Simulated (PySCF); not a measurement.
Compound: C7H8ClN.
Numbering: `[CH2:1]=[C:2]([CH3:3])/[CH:4]=[C:5](\[Cl:6])[CH2:7][C:8]#[N:9]` (hydrogens: H10, H11 on C1; H12, H13, H14 on C3; H15 on C4; H16, H17 on C7)

Structure used (PBE0-D3(BJ)/def2-SVP), in Å, numbered top down from 1:
```xyz
17
C7H8ClN angstrom
C     -2.3597   -0.6243   -0.3048
C     -1.4624    0.2157    0.2467
C     -1.8754    1.5723    0.7368
C     -0.0798   -0.2519    0.3419
C      1.0414    0.3090    0.8265
Cl     1.1500    1.8971    1.5154
C      2.3642   -0.4110    0.8341
C      3.3886    0.2449    0.0228
N      4.2097    0.7504   -0.6157
H     -2.0702   -1.6139   -0.6683
H     -3.4101   -0.3420   -0.4089
H     -2.9532    1.7190    0.5848
H     -1.3362    2.3713    0.2067
H     -1.6529    1.6993    1.8065
H      0.0735   -1.2600   -0.0580
H      2.2292   -1.4386    0.4640
H      2.7460   -0.4826    1.8673
```

Linear response at CAM-B3LYP/def2-SVPD (PySCF, frozen core in the response, non-relativistic).

Static isotropic polarisability: 107.21 au (15.89 Å³), principal values 74.9, 96.4, 150.3 au.

Question: What is the polarisability at 1064 nm and at the sodium D line?

Answer: 108.70 au at 1064 nm (+1.4 %), 112.46 au at 589.3 nm (+4.9 %). The rise at 589.3 nm is 3.53 times that at 1064 nm; a pure ω² law gives 3.26. The lowest singlet lies at 230 nm, shorter than both wavelengths.

Question: What is the isotropic C6 coefficient between two such molecules, C6 = (3/π)∫α(iω)² dω?

Answer: 4263 au (Eh·bohr⁶) by a ten-point quadrature over imaginary frequencies, which is 2550 eV·Å⁶ or 246 J·nm⁶/mol.

Question: Which effective excitation energy ω̄ makes London's formula C6 = (3/4)α²ω̄ exact here?

Answer: ω̄ = 4·C6/(3α²) = 0.494 Eh = 13.5 eV. A one-pole form α(ω) = α/(1 − ω²/ω̄²) fitted to the 1064 nm value gives 10.0 eV.

Question: What n − 1 at the D line would an ideal gas of it have at 273.15 K and 1 atm (2.6868 × 10¹⁹ cm⁻³), by n − 1 = 2π·N·α′?

Answer: 28.13 × 10⁻⁴, a formal value whether or not that pressure can be reached.

Question: What does −C6/R⁶ come to at R = 12 Å between centres?

Answer: -82 J/mol. This is the leading, orientation-averaged term; C8 and higher terms are left out.

Question: What molar refraction at the D line follows from R = (4π/3)·N_A·α′, with α′ the polarisability volume?

Answer: α′ = 16.66 Å³ gives R = 42.04 cm³/mol, for isolated, non-vibrating species.

Question: How many electrons N does the Slater–Kirkwood formula C6 = (3/4)·√N·α^(3/2) need to give this C6?

Answer: N = (4·C6/3)²/α³ = 26.2; the species has 74 electrons in all.

One conformer stands for the species.
